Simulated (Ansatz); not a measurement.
# Counterpoise correction, worked out

The pair of Br⁻ (SMILES [Br-], atom 1) and H$_{2}$S (SMILES S, atoms 2–4), both closed shells, in one local arrangement (a lower one may exist), relaxed at PBE0-D4/def2-TZVPD:

```
4
angstrom
Br 0.0605 -0.3147 -2.3544
S -0.2831 -0.2639 1.2292
H 0.3900 0.8937 1.2958
H -0.1674 -0.3152 -0.1705
```

Program: Ansatz 0.2.0. Basis: def2-TZVPPD. Cores are frozen in the correlated methods. Filled d shells of the heavier atoms are correlated. The def2 sets are not built for correlating such inner shells, so the correlated values are less sure here.

CCSD(T) total energies in eV:

| system | geometry | basis functions | energy |
| --- | --- | --- | --- |
| pair | pair | all | -80865.07077 |
| Br⁻ | as in the pair | all (partner as ghosts) | -70009.13092 |
| H$_{2}$S | as in the pair | all (partner as ghosts) | -10855.48351 |
| Br⁻ | as in the pair | its own | -70009.07907 |
| H$_{2}$S | as in the pair | its own | -10855.47587 |
| Br⁻ | free (PBE0-D4 minimum) | its own | -70009.07907 |
| H$_{2}$S | free (PBE0-D4 minimum) | its own | -10855.52985 |

Problem. Work out the interaction energy with and without the counterpoise correction, the superposition error, and the binding energy from the relaxed fragments.

Solution. Without correction: -80865.07077 − (-70009.07907) − (-10855.47587) = -0.51583 eV.
With correction (each fragment in the whole basis): -80865.07077 − (-70009.13092) − (-10855.48351) = -0.45634 eV = -10.52 kcal/mol.
The superposition error is the difference, 0.05949 eV, 12 % of the uncorrected value: each fragment borrows its partner's functions.
Deformation from the free shapes: 0.00000 eV for Br⁻ and 0.05398 eV for H$_{2}$S.
Binding energy from relaxed fragments: -0.45634 + 0.00000 + 0.05398 = -0.40236 eV = -9.28 kcal/mol (electronic, without zero-point energy; negative means bound). For comparison, the corrected interaction energy by CCSD(T) at an estimated basis limit (MP2 extrapolated from triple and quadruple zeta, plus CCSD(T) − MP2 in triple zeta) is -0.516 eV; triple zeta with the correction binds less.

No T1 diagnostic of these runs exceeds 0.011.

For scale, one of the runs: CCSD(T)/def2-TZVPPD, 142 basis functions, launched by `ansatz run in.yaml --threads 2 --pin off --events-out ev --progress --plain --max-ram 5222MiB`. Time: 6.5 s of wall clock on 2 CPU threads of an Intel Xeon Platinum 8124M; the host was shared. Peak host memory: 0.6 GiB.
